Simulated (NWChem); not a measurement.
Everything below was run with NWChem. System: aminoborane (H4BN), charge 0, spin multiplicity 1, at a geometry optimised with PBE0/def2-SVP. Level: constrained PBE0/def2-SVP.

The NWChem input:

```
start mol
memory heap 200 mb stack 900 mb global 1100 mb
geometry units angstroms nocenter noautoz noautosym
  B      0.000000     0.000000    -0.776169
  N      0.000000     0.000000     0.611172
  H     -1.057459     0.000000    -1.364498
  H      1.057459     0.000000    -1.364498
  H      0.846359     0.000000     1.165820
  H     -0.846359     0.000000     1.165820
end
basis spherical
  * library def2-svp
end
dft
  xc pbe0
  semidirect memsize 60000000 filesize 0
  iterations 100
  convergence nolevelshifting
  cdft 2 2 charge -0.3 pop lowdin
end
task dft energy
```

NWChem printed:

```
             Northwest Computational Chemistry Package (NWChem) 7.3.0
             --------------------------------------------------------

                                NWChem Input Module
                                -------------------

 Scaling coordinates for geometry "geometry" by  1.889725989
 (inverse scale =  0.529177249)

                             Geometry "geometry" -> ""
                             -------------------------

 Output coordinates in angstroms (scale by  1.889725989 to convert to a.u.)

  No.       Tag          Charge          X              Y              Z
 ---- ---------------- ---------- -------------- -------------- --------------
    1 B                    5.0000     0.00000000     0.00000000    -0.77616900
    2 N                    7.0000     0.00000000     0.00000000     0.61117200
    3 H                    1.0000    -1.05745900     0.00000000    -1.36449800
    4 H                    1.0000     1.05745900     0.00000000    -1.36449800
    5 H                    1.0000     0.84635900     0.00000000     1.16582000
    6 H                    1.0000    -0.84635900     0.00000000     1.16582000

 Effective nuclear repulsion energy (a.u.)      32.1623911287

            Nuclear Dipole moment (a.u.)
            ----------------------------
        X                 Y               Z
 ---------------- ---------------- ----------------
     0.0000000000     0.0000000000     0.0000056692


 Summary of "ao basis" -> "" (spherical)
 ------------------------------------------------------------------------------
       Tag                 Description            Shells   Functions and Types
 ---------------- ------------------------------  ------  ---------------------
 *                          def2-svp                  on all atoms

                                 NWChem DFT Module
                                 -----------------

 Summary of "ao basis" -> "ao basis" (spherical)
 ------------------------------------------------------------------------------
       Tag                 Description            Shells   Functions and Types
 ---------------- ------------------------------  ------  ---------------------
 B                          def2-svp                 6       14   3s2p1d
 N                          def2-svp                 6       14   3s2p1d
 H                          def2-svp                 3        5   2s1p

 Summary of "ao basis" -> "ao basis" (spherical)
 ------------------------------------------------------------------------------
       Tag                 Description            Shells   Functions and Types
 ---------------- ------------------------------  ------  ---------------------
 B                          def2-svp                 6       14   3s2p1d
 N                          def2-svp                 6       14   3s2p1d
 H                          def2-svp                 3        5   2s1p

            General Information
            -------------------
          SCF calculation type: DFT
          Wavefunction type:  closed shell.
          No. of atoms     :     6
          No. of electrons :    16
           Alpha electrons :     8
            Beta electrons :     8
          Charge           :     0
          Spin multiplicity:     1
          Use of symmetry is: off; symmetry adaption is: off
          Maximum number of iterations: 100
          AO basis - number of functions:    48
                     number of shells:    24
          Convergence on energy requested:  1.00D-06
          Convergence on density requested:  1.00D-05
          Convergence on gradient requested:  5.00D-04

              XC Information
              --------------
                         PBE0 Method XC Functional
                     Hartree-Fock (Exact) Exchange  0.250
          PerdewBurkeErnzerhof Exchange Functional  0.750
            Perdew 1991 LDA Correlation Functional  1.000 local
           PerdewBurkeErnz. Correlation Functional  1.000 non-local

             Grid Information
             ----------------
          Grid used for XC integration:  medium
          Radial quadrature: Mura-Knowles
          Angular quadrature: Lebedev.
          Tag              B.-S. Rad. Rad. Pts. Rad. Cut. Ang. Pts.
          ---              ---------- --------- --------- ---------
          B                   0.85       49           8.0       434
          N                   0.65       49           7.0       434
          H                   0.35       45          10.0       434
          Grid pruning is: on
          Number of quadrature shells:   278
          Spatial weights used:  Erf1

          Convergence Information
          -----------------------
          Convergence aids based upon iterative change in
          total energy or number of iterations.
          Levelshifting, if invoked, occurs when the
          HOMO/LUMO gap drops below (HL_TOL):  1.00D-02
          DIIS, if invoked, will attempt to extrapolate
          using up to (NFOCK): 10 stored Fock matrices.

                    Damping( 0%)  Levelshifting(0.0)       DIIS
                  --------------- ------------------- ---------------
          dE  on:    start             N/A                start
          dE off:    2 iters           N/A              100 iters

      Screening Tolerance Information
      -------------------------------
          Density screening/tol_rho:  1.00D-10
          AO Gaussian exp screening on grid/accAOfunc:  14
          CD Gaussian exp screening on grid/accCDfunc:  20
          XC Gaussian exp screening on grid/accXCfunc:  20
          Schwarz screening/accCoul:  1.00D-08

      Superposition of Atomic Density Guess
      -------------------------------------

 Sum of atomic energies:         -80.74529229

      Non-variational initial energy
      ------------------------------

 Total energy =     -81.708627
 1-e energy   =    -170.907364
 2-e energy   =      57.036346
 HOMO         =      -0.386618
 LUMO         =       0.022796

------------------------------------------------------------
EAF file 0: "./mol.aoints.0" size=524288 bytes
------------------------------------------------------------
               write      read    awrite     aread      wait
               -----      ----    ------     -----      ----
     calls:        1         0         0         0         0
   data(b): 5.24e+05  0.00e+00  0.00e+00  0.00e+00
   time(s): 0.00e+00  0.00e+00  0.00e+00  0.00e+00  0.00e+00
rate(mb/s): 0.00e+00  0.00e+00
------------------------------------------------------------

   convergence    iter        energy       DeltaE   RMS-Dens  Diis-err    time
 ---------------- ----- ----------------- --------- --------- ---------  ------
 d= 0,ls=0.0,diis     1    -81.8429626932 -1.14D+02  1.25D-02  2.07D-01     0.3
 CDFT multipliers:
      1       -0.1606254369
      iter =    7
 d= 0,ls=0.0,diis     2    -81.8416732471  1.29D-03  1.53D-03  6.18D-03     0.4
 CDFT multipliers:
      1       -0.1630642451
      iter =    6
 d= 0,ls=0.0,diis     3    -81.8422470203 -5.74D-04  5.21D-04  1.16D-03     0.5
 CDFT multipliers:
      1       -0.1592778652
      iter =    5
 d= 0,ls=0.0,diis     4    -81.8423802881 -1.33D-04  1.04D-04  2.25D-05     0.5
 CDFT multipliers:
      1       -0.1592960408
      iter =    2
 d= 0,ls=0.0,diis     5    -81.8423838824 -3.59D-06  2.76D-05  1.94D-06     0.6
 CDFT multipliers:
      1       -0.1594270453
      iter =    2
 d= 0,ls=0.0,diis     6    -81.8423840811 -1.99D-07  5.73D-06  1.12D-07     0.7
  CDFT final multipliers
      1       -0.1593697238

         Total DFT energy =      -81.842384089241
      One electron energy =     -173.540248846496
           Coulomb energy =       71.930328819898
    Exchange-Corr. energy =      -12.394855191361
 Nuclear repulsion energy =       32.162391128718

 Numeric. integr. density =       16.000001302099

     Total iterative time =      0.7s

                       DFT Final Molecular Orbital Analysis
                       ------------------------------------

 Vector    6  Occ=2.000000D+00  E=-4.179638D-01
              MO Center= -3.1D-08, -1.9D-10, -1.1D+00, r^2= 1.6D+00
   Bfn.  Coefficient  Atom+Function         Bfn.  Coefficient  Atom+Function
  ----- ------------  ---------------      ----- ------------  ---------------
     6      0.345602  1 B  pz                29      0.256721  3 H  s
    34      0.256721  4 H  s                  2      0.247084  1 B  s
    20     -0.248137  2 N  pz                 1      0.123087  1 B  s
    16     -0.119244  2 N  s                 30      0.108015  3 H  s
    35      0.108015  4 H  s                 23      0.099105  2 N  pz

 Vector    7  Occ=2.000000D+00  E=-3.908017D-01
              MO Center= -1.7D-09, -5.6D-10,  4.9D-01, r^2= 9.8D-01
   Bfn.  Coefficient  Atom+Function         Bfn.  Coefficient  Atom+Function
  ----- ------------  ---------------      ----- ------------  ---------------
    19      0.545355  2 N  py                22     -0.501019  2 N  py
     5      0.168584  1 B  py                 8     -0.044501  1 B  py

 Vector    8  Occ=2.000000D+00  E=-3.334383D-01
              MO Center=  3.4D-08, -4.3D-12, -1.0D+00, r^2= 1.8D+00
   Bfn.  Coefficient  Atom+Function         Bfn.  Coefficient  Atom+Function
  ----- ------------  ---------------      ----- ------------  ---------------
     4      0.403722  1 B  px                29      0.317931  3 H  s
    34     -0.317931  4 H  s                 30      0.182679  3 H  s
    35     -0.182679  4 H  s                 18     -0.114586  2 N  px
     7     -0.109921  1 B  px                39      0.108480  5 H  s
    44     -0.108480  6 H  s                 21      0.060375  2 N  px

 Vector    9  Occ=0.000000D+00  E= 3.391792D-03
              MO Center= -2.4D-09,  3.2D-10, -7.6D-01, r^2= 2.3D+00
   Bfn.  Coefficient  Atom+Function         Bfn.  Coefficient  Atom+Function
  ----- ------------  ---------------      ----- ------------  ---------------
     8      0.686893  1 B  py                 5     -0.520175  1 B  py
    22     -0.375680  2 N  py                19      0.248579  2 N  py

 Vector   10  Occ=0.000000D+00  E= 5.819468D-02
              MO Center= -1.1D-07,  4.7D-11,  1.1D+00, r^2= 3.9D+00
   Bfn.  Coefficient  Atom+Function         Bfn.  Coefficient  Atom+Function
  ----- ------------  ---------------      ----- ------------  ---------------
    17      1.638979  2 N  s                 40     -0.890369  5 H  s
    45     -0.890369  6 H  s                  9     -0.483140  1 B  pz
    23      0.225598  2 N  pz                16      0.182548  2 N  s
     6      0.154546  1 B  pz                20     -0.154929  2 N  pz
    30     -0.148258  3 H  s                 35     -0.148258  4 H  s

 Vector   11  Occ=0.000000D+00  E= 1.170943D-01
              MO Center=  8.7D-08, -2.8D-12,  1.0D+00, r^2= 4.0D+00
   Bfn.  Coefficient  Atom+Function         Bfn.  Coefficient  Atom+Function
  ----- ------------  ---------------      ----- ------------  ---------------
    40      1.278274  5 H  s                 45     -1.278274  6 H  s
    21     -0.702132  2 N  px                30     -0.558943  3 H  s
    35      0.558943  4 H  s                  7     -0.437736  1 B  px
    18      0.326674  2 N  px                 4      0.220317  1 B  px
    39      0.169449  5 H  s                 44     -0.169448  6 H  s

     ---------------------------------------------
      Total Density - Mulliken Population Analysis
     ---------------------------------------------

    Atom       Charge   Shell Charges
 -----------   ------   -------------------------------------------------------
    1 B    5     4.61   1.99  0.73  0.12  1.44  0.29  0.04
    2 N    7     8.05   1.99  0.98  0.65  2.56  1.86  0.02
    3 H    1     1.04   0.74  0.28  0.01
    4 H    1     1.04   0.74  0.28  0.01
    5 H    1     0.63   0.60  0.01  0.02
    6 H    1     0.63   0.60  0.01  0.02

     -------------------------------------------
      Total Density - Lowdin Population Analysis
     -------------------------------------------

    Atom       Charge   Shell Charges
 -----------   ------   -------------------------------------------------------
    1 B    5     4.94   1.97  0.53  0.28  1.36  0.63  0.18
    2 N    7     7.30   1.97  0.70  0.43  2.33  1.84  0.03
    3 H    1     1.03   0.64  0.36  0.03
    4 H    1     1.03   0.64  0.36  0.03
    5 H    1     0.85   0.55  0.17  0.13
    6 H    1     0.85   0.55  0.17  0.13

 center of mass
 --------------
 x =   0.00000000 y =   0.00000000 z =  -0.02519746

 moments of inertia (a.u.)
 ------------------
          65.529889952060           0.000000000000           0.000000000000
           0.000000000000          78.734960089179           0.000000000000
           0.000000000000           0.000000000000          13.205070137119

     Multipole analysis of the density
     ---------------------------------

     L   x y z        total         alpha         beta         nuclear
     -   - - -        -----         -----         ----         -------
     0   0 0 0      0.000000     -8.000000     -8.000000     16.000000

     1   1 0 0      0.000000      0.000000      0.000000      0.000000
     1   0 1 0      0.000000      0.000000      0.000000      0.000000
     1   0 0 1      0.582425      0.291209      0.291209      0.000006

     2   2 0 0     -9.065789    -11.084166    -11.084166     13.102543
     2   1 1 0     -0.000000     -0.000000     -0.000000      0.000000
     2   1 0 1      0.000000      0.000000      0.000000      0.000000
     2   0 2 0    -10.626710     -5.313355     -5.313355      0.000000
     2   0 1 1      0.000000      0.000000      0.000000      0.000000
     2   0 0 2     -9.157553    -26.128172    -26.128172     43.098790

 Task  times  cpu:        0.8s     wall:        0.8s

 Total times  cpu:        0.8s     wall:        0.8s
```
